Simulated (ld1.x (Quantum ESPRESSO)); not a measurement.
Reading a pseudo-wave (Cl)

Columns: radius, all-electron u(r) and pseudo u(r) of the 3s shell (level -32.09 eV) of chlorine in the configuration [Ne] 3s2 3p4; PBE, scalar-relativistic, TM scheme, ld1.x (Quantum ESPRESSO) 7.5.

```json
{"r (bohr)": "0.068", "all-electron": "0.2098", "pseudo": "0.0304"}
{"r (bohr)": "0.135", "all-electron": "-0.0648", "pseudo": "0.0612"}
{"r (bohr)": "0.202", "all-electron": "-0.3162", "pseudo": "0.0938"}
{"r (bohr)": "0.270", "all-electron": "-0.4378", "pseudo": "0.1297"}
{"r (bohr)": "0.338", "all-electron": "-0.4335", "pseudo": "0.1695"}
{"r (bohr)": "0.405", "all-electron": "-0.3426", "pseudo": "0.2134"}
{"r (bohr)": "0.473", "all-electron": "-0.1990", "pseudo": "0.2639"}
{"r (bohr)": "0.540", "all-electron": "-0.0346", "pseudo": "0.3202"}
{"r (bohr)": "0.608", "all-electron": "0.1358", "pseudo": "0.3843"}
{"r (bohr)": "0.675", "all-electron": "0.2948", "pseudo": "0.4541"}
{"r (bohr)": "0.742", "all-electron": "0.4378", "pseudo": "0.5291"}
{"r (bohr)": "0.810", "all-electron": "0.5630", "pseudo": "0.6078"}
{"r (bohr)": "0.878", "all-electron": "0.6670", "pseudo": "0.6849"}
{"r (bohr)": "0.945", "all-electron": "0.7493", "pseudo": "0.7545"}
{"r (bohr)": "1.013", "all-electron": "0.8130", "pseudo": "0.8139"}
{"r (bohr)": "1.080", "all-electron": "0.8580", "pseudo": "0.8581"}
{"r (bohr)": "1.148", "all-electron": "0.8874", "pseudo": "0.8874"}
{"r (bohr)": "1.215", "all-electron": "0.9024", "pseudo": "0.9024"}
{"r (bohr)": "1.283", "all-electron": "0.9055", "pseudo": "0.9055"}
{"r (bohr)": "1.350", "all-electron": "0.8985", "pseudo": "0.8985"}
{"r (bohr)": "1.418", "all-electron": "0.8831", "pseudo": "0.8831"}
{"r (bohr)": "1.485", "all-electron": "0.8614", "pseudo": "0.8614"}
{"r (bohr)": "1.553", "all-electron": "0.8342", "pseudo": "0.8342"}
{"r (bohr)": "1.620", "all-electron": "0.8035", "pseudo": "0.8035"}
{"r (bohr)": "1.688", "all-electron": "0.7696", "pseudo": "0.7696"}
{"r (bohr)": "1.755", "all-electron": "0.7343", "pseudo": "0.7343"}
```

(1) How many radial nodes do the two functions have?

(2) At about which radius was the pseudo-wave matched?

(3) Is the pseudo-wave norm-conserving?

## Answers

(1) The all-electron 3s function has n − l − 1 = 2; the pseudo-wave has 0, since the states of the same l below it are removed with the core.

(2) 1.15 bohr. The columns agree to 0.0005 from 1.08 bohr on; several derivatives are matched, so the curves merge somewhat inside the radius.

(3) Yes: the TM scheme keeps the norm inside the radius equal to the all-electron one, which fixes the energy derivative of the logarithmic derivative at the level.
